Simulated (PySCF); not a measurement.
PySCF input for CH9NSi4, SMILES [SiH2]1[Si@@H]([SiH3])[SiH2]C=N1, PBE/pcSseg-1. The structure is a stationary point at PBE-D3(BJ)/def2-SVP. The structure was generated by enumeration; whether it is a known compound was not checked.

```python
import numpy as np
from pyscf import gto, scf, dft
from pyscf.prop.nmr import rks as nmr

mol = gto.M(
    atom='''
    Si   -2.48696960   -0.95036491   -0.53176576
    Si   -0.71971484   -0.15941638    0.78702244
    Si    1.27844787   -1.31144227    0.31819004
    C     2.30575941    0.16074104   -0.44596684
    N     1.87559876    1.36111191   -0.57554141
    Si    0.23345871    1.84924337   -0.05399936
    H    -2.89538898   -2.34528086   -0.13929087
    H    -2.01891774   -0.96700025   -1.96306358
    H    -3.68948548   -0.05022209   -0.42781127
    H    -1.03217302   -0.12400465    2.25924058
    H     2.00354672   -1.88013709    1.51139680
    H     1.14882353   -2.40800045   -0.70917570
    H     3.34575143   -0.05754967   -0.79989127
    H     0.37781794    2.94881094    0.96113289
    H    -0.47683198    2.39887679   -1.26020935
    ''',
    basis='pcSseg-1',
    charge=0,
    spin=0,
    max_memory=1600,
    verbose=3,
)
mf = dft.RKS(mol, xc='pbe').density_fit(auxbasis='def2-universal-jkfit')
mf.grids.level = 3
mf.conv_tol = 1e-10
mf.max_cycle = 100
mf.kernel()
n = nmr.NMR(mf)
n.verbose = 2
n.max_cycle_cphf = 60
sigma = n.kernel()
print('atom   isotropic/ppm   span/ppm')
for i, s in enumerate(sigma):
    w = np.linalg.eigvalsh((s + s.T) / 2)
    print(f'{mol.atom_symbol(i):2s}{i + 1:3d} {w.mean():14.3f} {w[2] - w[0]:11.3f}')
```

Output:

```
converged SCF energy = -1255.466112814
atom   isotropic/ppm   span/ppm
Si  1        436.651      26.652
Si  2        498.088      52.089
Si  3        386.507     192.138
C   4        -26.327     233.384
N   5       -232.002    1025.862
Si  6        339.981     238.651
H   7         27.051       9.569
H   8         27.576       8.282
H   9         27.129       9.447
H  10         28.440      11.869
H  11         26.217       9.207
H  12         26.562       8.801
H  13         20.572       8.083
H  14         25.198       8.008
H  15         25.455       7.720
```

The run converged.
